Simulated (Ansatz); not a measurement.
Calculated with Ansatz (gas phase, PBE0-D4/def2-TZVP geometries, no zero-point term in ΔE). CCSD(T)/CBS is the MP2 limit (def2-TZVPP, def2-QZVPP) plus CCSD(T) − MP2 in def2-TZVPP, frozen cores. This one scheme is used for every species. DFT in def2-TZVPP. One conformer a species, not always the lowest.

Consider the ligand exchange at a B–N bond: `FB(F)N[SiH3]` + CH₃SH → `CSB(F)F` + `N[SiH3]`.

`FB(F)N[SiH3]`:

Cartesian coordinates in Å:
```
F 2.381 0.355 1.335
B 1.208 0.585 0.758
F 0.755 1.836 0.768
N 0.459 -0.436 0.157
Si -1.089 -0.265 -0.631
H 0.865 -1.359 0.185
H -1.492 -1.628 -1.059
H -2.098 0.290 0.303
H -0.990 0.623 -1.816
```

CH₃SH:

Cartesian coordinates in Å:
```
C 0.053 0.342 -0.348
S -0.163 -1.337 0.280
H -0.786 0.982 -0.077
H 0.087 0.258 -1.435
H 0.989 0.780 -0.005
H -0.180 -1.025 1.585
```

`CSB(F)F`:

Z-matrix (Å, degrees):
```
C
S 1 1.812
H 1 1.088 2 110.8
H 1 1.088 2 110.8 3 -122.5
H 1 1.089 2 106.5 3 118.8
B 2 1.791 1 101.2 3 62.8
F 6 1.323 2 122.5 1 0.1
F 6 1.320 2 119.6 1 -179.9
```

`N[SiH3]`:

Z-matrix (Å, degrees):
```
Si
N 1 1.720
H 1 1.486 2 107.9
H 1 1.494 2 116.0 3 -120.3
H 1 1.486 2 107.9 3 119.4
H 2 1.007 1 119.6 3 -168.6
H 2 1.007 1 119.6 3 49.2
```

```tsv
level	ΔE (eV)
LDA (SPW92)	0.45
revPBE-D4	0.40
HF/def2-SVP	0.75
CCSD/CBS(def2)	0.55
```

**Question.** What does CCSD(T)/CBS give? (Estimate.)

**Answer.** Computed: +0.51 eV. The listed levels differ from it by -0.06, -0.11, 0.24, 0.04 eV.

Largest T1 diagnostic among the species: 0.012.

In def2-TZVPP, CCSD(T) changes the Hartree–Fock value by −0.14 eV (the triples alone add −0.04 eV) and MP2 by −0.17 eV. Leaving LDA and LC-ωPBE aside and taking each functional with its dispersion term where it has one, the values, not all of them listed here, spread over 0.18 eV, from revPBE-D4 to BHLYP-D4. LDA lies +0.04 eV from PBE without D4. From PBE to PBE0 (25 % exact exchange), in def2-TZVPP and without D4, ΔE moves by +0.06 eV.
